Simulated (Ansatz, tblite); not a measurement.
Forces on `Cc1csc(-c2sc(-c3sc(-c4sc(-c5sccc5C)cc4C)cc3C)cc2C)c1` at its r2SCAN-D4/def2-SVP geometry. Total charge 0; singlet.

The xTB rows come from tblite. Single mean-field runs in def2-TZVP are fitted with def2-universal-jkfit.

GFN2-xTB (tblite), largest force 0.64 eV/Å:

```xyz
52
positions Å, forces eV/Å
C     5.145   -3.476   -6.758   -0.032   -0.241   -0.166
C     5.199   -2.318   -5.807    0.211    0.501    0.214
C     6.238   -1.413   -5.734   -0.304   -0.477   -0.223
S     5.966   -0.192   -4.550   -0.126   -0.096   -0.032
C     4.415   -0.874   -4.108   -0.164   -0.356   -0.152
C     3.583   -0.310   -3.073    0.221    0.343   -0.026
S     2.253   -1.267   -2.464   -0.047    0.096    0.052
C     1.747   -0.011   -1.359    0.133    0.341    0.078
C     0.599   -0.138   -0.501   -0.010   -0.405   -0.051
S    -0.022    1.302    0.271   -0.057   -0.073    0.069
C    -1.285    0.417    1.092   -0.097   -0.354   -0.002
C    -2.216    1.045    1.990    0.087    0.378   -0.140
S    -3.176    0.027    3.040   -0.054    0.080    0.004
C    -3.999    1.393    3.749    0.004    0.353   -0.038
C    -5.030    1.248    4.747    0.089   -0.442    0.133
S    -6.037    2.631    5.117    0.039   -0.045    0.057
C    -6.917    1.755    6.305    0.020   -0.590    0.190
C    -6.471    0.460    6.410   -0.030    0.289   -0.072
C    -5.395    0.149    5.529   -0.044    0.484   -0.171
C    -4.742   -1.200    5.479    0.100   -0.260    0.017
C    -3.520    2.570    3.183   -0.071   -0.161    0.053
C    -2.520    2.395    2.198   -0.043   -0.447    0.148
C    -1.878    3.542    1.477    0.102    0.228   -0.127
C    -1.205   -0.930    0.751    0.022    0.184    0.038
C    -0.159   -1.259   -0.142    0.033    0.472    0.007
C     0.084   -2.652   -0.637    0.033   -0.272   -0.074
C     2.601    1.081   -1.477   -0.111   -0.159   -0.007
C     3.637    0.930   -2.429   -0.182   -0.437   -0.012
C     4.664    1.990   -2.688    0.184    0.215   -0.045
C     4.167   -2.004   -4.878    0.007    0.224    0.182
H     4.299   -3.375   -7.458    0.278    0.048    0.300
H     6.067   -3.551   -7.352   -0.285    0.106    0.254
H     5.008   -4.428   -6.219    0.046    0.394   -0.107
H     7.151   -1.396   -6.330   -0.519    0.008    0.374
H    -7.718    2.244    6.860    0.464   -0.272   -0.330
H    -6.896   -0.265    7.109    0.224    0.369   -0.367
H    -4.953   -1.726    4.532    0.033    0.309    0.300
H    -5.109   -1.833    6.300    0.081    0.281   -0.256
H    -3.646   -1.128    5.569   -0.405    0.082   -0.051
H    -3.888    3.553    3.485    0.153   -0.508   -0.151
H    -2.396    4.482    1.713    0.122   -0.370   -0.036
H    -1.903    3.403    0.384   -0.022   -0.053    0.409
H    -0.820    3.663    1.762   -0.387   -0.158   -0.049
H    -1.907   -1.672    1.139    0.355    0.390   -0.160
H    -0.563   -3.367   -0.108    0.195    0.312   -0.131
H     1.131   -2.964   -0.487   -0.353    0.218   -0.033
H    -0.128   -2.744   -1.715    0.077    0.153    0.379
H     2.484    1.982   -0.869    0.020   -0.454   -0.311
H     5.666    1.678   -2.347   -0.404   -0.001   -0.113
H     4.749    2.224   -3.761   -0.092   -0.167    0.364
H     4.404    2.916   -2.156    0.015   -0.355   -0.160
H     3.247   -2.587   -4.783    0.488    0.293   -0.026
```

r2SCAN-D4/def2-TZVP (Ansatz), largest force 0.45 eV/Å:

```
C -0.011 -0.153 -0.123
C 0.079 0.273 0.169
C -0.047 -0.098 -0.045
S -0.225 -0.358 -0.151
C 0.019 -0.072 -0.070
C -0.020 0.092 0.056
S 0.149 0.394 0.077
C 0.076 0.080 -0.009
C -0.055 -0.073 0.036
S -0.099 -0.410 0.008
C 0.012 -0.099 -0.039
C -0.040 0.091 0.023
S 0.038 0.417 -0.081
C 0.061 0.079 -0.056
C -0.058 -0.054 0.079
S 0.023 -0.408 0.154
C -0.019 -0.081 0.044
C 0.005 0.107 -0.043
C -0.093 0.316 -0.038
C 0.072 -0.182 0.005
C 0.001 -0.114 0.001
C -0.102 -0.281 0.134
C 0.074 0.162 -0.085
C 0.050 0.100 -0.012
C -0.019 0.321 0.071
C 0.020 -0.190 -0.052
C -0.028 -0.102 -0.038
C -0.192 -0.269 0.020
C 0.128 0.151 -0.026
C 0.066 0.094 0.035
H 0.211 -0.020 0.184
H -0.232 0.033 0.162
H 0.037 0.246 -0.126
H -0.311 -0.002 0.199
H 0.275 -0.171 -0.185
H 0.127 0.218 -0.212
H 0.046 0.140 0.241
H 0.081 0.177 -0.206
H -0.282 -0.013 -0.022
H 0.109 -0.282 -0.091
H 0.121 -0.253 -0.048
H 0.000 0.028 0.281
H -0.265 -0.034 -0.065
H 0.205 0.211 -0.114
H 0.158 0.201 -0.124
H -0.267 0.091 -0.036
H 0.052 0.023 0.267
H 0.037 -0.260 -0.177
H -0.254 0.076 -0.085
H -0.030 -0.064 0.272
H 0.047 -0.247 -0.128
H 0.272 0.170 -0.030
```

PBE0-D4/def2-TZVP (Ansatz), largest force 0.84 eV/Å:

```
C -0.028 -0.094 -0.063
C 0.271 0.414 0.155
C -0.317 -0.144 0.087
S -0.463 -0.622 -0.211
C 0.253 -0.259 -0.364
C -0.266 0.271 0.363
S 0.283 0.773 0.173
C 0.425 0.154 -0.274
C -0.417 -0.126 0.307
S -0.218 -0.812 0.017
C 0.296 -0.322 -0.300
C -0.331 0.302 0.302
S 0.063 0.826 -0.133
C 0.351 0.147 -0.360
C -0.356 -0.111 0.380
S 0.083 -0.750 0.226
C 0.187 -0.242 -0.082
C -0.045 0.357 -0.095
C 0.021 0.542 -0.223
C 0.041 -0.109 -0.006
C -0.099 -0.415 0.138
C 0.004 -0.588 0.039
C 0.050 0.092 -0.049
C 0.036 0.447 0.054
C 0.201 0.553 -0.044
C 0.014 -0.109 -0.035
C -0.225 -0.394 -0.014
C -0.160 -0.541 -0.163
C 0.082 0.084 -0.019
C 0.151 0.379 0.197
H 0.227 -0.015 0.191
H -0.239 0.035 0.169
H 0.047 0.260 -0.131
H -0.327 -0.010 0.206
H 0.281 -0.186 -0.186
H 0.135 0.233 -0.227
H 0.036 0.154 0.259
H 0.091 0.180 -0.215
H -0.301 -0.006 -0.014
H 0.119 -0.303 -0.098
H 0.129 -0.260 -0.056
H -0.011 0.028 0.298
H -0.288 -0.037 -0.057
H 0.221 0.226 -0.124
H 0.168 0.204 -0.131
H -0.283 0.098 -0.027
H 0.043 0.032 0.288
H 0.041 -0.278 -0.191
H -0.278 0.077 -0.078
H -0.043 -0.066 0.288
H 0.053 -0.253 -0.138
H 0.293 0.183 -0.031
```
